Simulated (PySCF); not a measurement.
Saddle point of SiH6Se, closed shell (H₂Se + SiH₄ → SiH₄Se ([SiH3][SeH]) + H₂; bonds formed: Si1–Se7, H2–H6; bonds broken: Si1–H2, H6–Se7), PBE0-D4/def2-TZVP structure:

```tsv
atom	x (Å)	y (Å)	z (Å)
Si1	-0.1484	-0.3047	-0.7395
H2	-0.3100	-1.1576	0.7272
H3	1.1418	-0.8568	-1.1962
H4	-1.2560	-1.2301	-1.1455
H5	-0.5719	0.9796	-1.3548
H6	0.2073	-0.4246	1.0741
Se7	1.1029	1.1901	1.1101
H8	-0.1658	1.8041	1.5247
```

Energies are electronic, without zero-point energy. Barriers and step energies count from the start structure reached by relaxing down the imaginary mode; all methods use the PBE0-D4 structures, on which another method's saddle can fall below an end. PySCF 2.14 with density fitting (its default auxiliary sets; JK sets also for MP2 and CCSD(T)); basis: def2-TZVPP, with def2-QZVPP for the basis limit; cores frozen in the correlated methods. Filled d shells of the heavier atoms are correlated. The def2 sets are not built for correlating such inner shells, so the correlated values are less sure here. B3LYP uses VWN-RPA correlation. Extrapolation: Hartree–Fock as exp(−7.88 √X), correlation as X^−2.97.

```tsv
method	barrier (kJ/mol)	step energy (kJ/mol)
SPW92	139.1	-32.0
PBE-D4	?	-38.4
r2SCAN-D4	?	-38.2
PBE0-D4	183.0	-36.6
B3LYP-D4	?	-31.5
BHLYP-D4	223.8	-29.4
wB97M-V	209.2	-32.3
HF	282.5	-19.7
MP2	208.3	-39.4
CCSD	229.6	-26.6
CCSD(T)	217.4	-29.9
```

Question: Fill in the withheld barriers. (An estimate is asked for; the value comes from the calculation.)

Answer: Computed: B3LYP-D4 200.6; r2SCAN-D4 179.1; PBE-D4 163.1 kJ/mol. Each is the energy of the saddle less that of the start structure, by the same method.

For comparison, the barrier by CCSD(T) at an estimated basis limit (MP2 extrapolated from triple and quadruple zeta, plus CCSD(T) − MP2 in triple zeta) is 205.8 kJ/mol.

The T1 diagnostic stays at or below 0.013.

Labels in which every atom is bracketed show which atoms are joined, not bond orders.

For scale, one of the runs: CCSD(T)/def2-TZVPP, 174 basis functions, launched by `OMP_NUM_THREADS=4 python run.py`. Time: 3.7 min of wall clock on 4 CPU threads of an Arm Neoverse V2; the host was shared. Peak host memory: 1.7 GiB.
